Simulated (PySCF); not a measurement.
Family: H-ended aluminium nitride flakes. All species are isolated molecules in the gas phase. Each species was relaxed from one start; no search for lower structures was made at this level. Strings in code marks are SMILES.

The HOMO–LUMO gap from two functionals at the same geometries (B3LYP-D3(BJ)/def2-SVP), both in PySCF: PBE-D3(BJ)/def2-SVP and CAM-B3LYP-D3(BJ)/def2-SVP. 

| species | PBE-D3(BJ)/def2-SVP (eV) | CAM-B3LYP-D3(BJ)/def2-SVP (eV) |
|---|---|---|
| aluminium nitride flake of 1 rings (benzene shape) `[NH]1[AlH][NH][AlH][NH][AlH]1` | 5.14 | 9.49 |
| aluminium nitride flake of 2 rings (naphthalene shape) `[NH]1[AlH][NH][Al]2[NH][AlH][NH][AlH][N]2[AlH]1` | 4.51 | 8.81 |
| aluminium nitride flake of 4 rings (pyrene shape) `[NH]1[AlH][N]2[AlH][NH][Al]3[NH][AlH][NH][Al]4[NH][AlH][N]([AlH]1)[Al]2[N]34` | 4.10 | 8.38 |

Over these rows, drawn at random from the members with no instability flagged (it was tested for open shells, ions and some series alone), PBE minus CAM-B3LYP-D3(BJ): mean -4.30 eV, from -4.34 eV to -4.27 eV.
